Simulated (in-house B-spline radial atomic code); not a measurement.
A run on Tc II (Tc+) (an excited or competing configuration) that did not converge. Method: scalar-relativistic (X2C) wB97X, spin-polarised, spherical fractional occupations, exact exchange averaged over the configuration, Fermi nucleus of rms radius 4.41117 fm; computed with a B-spline radial code for spherical atoms.

Command:
```bash
python run_scf.py task.json out
```
Settings (nuclear radius in fm, mass in u):
```
Z                43
configuration    [Ar] 3d9 4s2 4p6 4d5 5s1 5p1
hamiltonian      x2c
method           wb97x
spin_polarised   True
nucleus          fermi
rms_radius       4.41117
atomic_mass      96.90636
speed_of_light   137.035999084
exact_exchange   averaged over the configuration
```

First and last ten iterations of the last attempt (damped for 15 steps, keeping 80 % of the old Fock matrix, then DIIS):
```
 iter        energy (Eh)    residual
    1       -4266.569375    4.46e-01
    2       -4271.613195    3.11e-01
    3       -4273.585256    2.15e-01
    4       -4274.593556    1.45e-01
    5       -4275.097323    9.83e-02
    6       -4275.343945    7.04e-02
    7       -4275.462836    5.03e-02
    8       -4275.519666    3.56e-02
    9       -4275.546819    2.52e-02
   10       -4275.559897    1.78e-02
  111       -4275.573274    4.17e-06
  112       -4275.573274    3.67e-06
  113       -4275.573274    3.66e-06
  114       -4275.573274    3.42e-06
  115       -4275.573274    2.12e-06
  116       -4275.573274    1.76e-06
  117       -4275.573274    1.05e-06
  118       -4275.573274    1.15e-06
  119       -4275.573274    2.30e-06
  120       -4275.573274    1.46e-06
 not converged after 120 iterations
```

The smallest residual met was 5.0e-07; the threshold is about 4e-07. Over the last five steps the energy moves by less than 1e-08 hartree, but the orbitals didn't meet the threshold. Time taken, with all properties: 27 s on 1 thread of Arm Neoverse V2 (shared host).
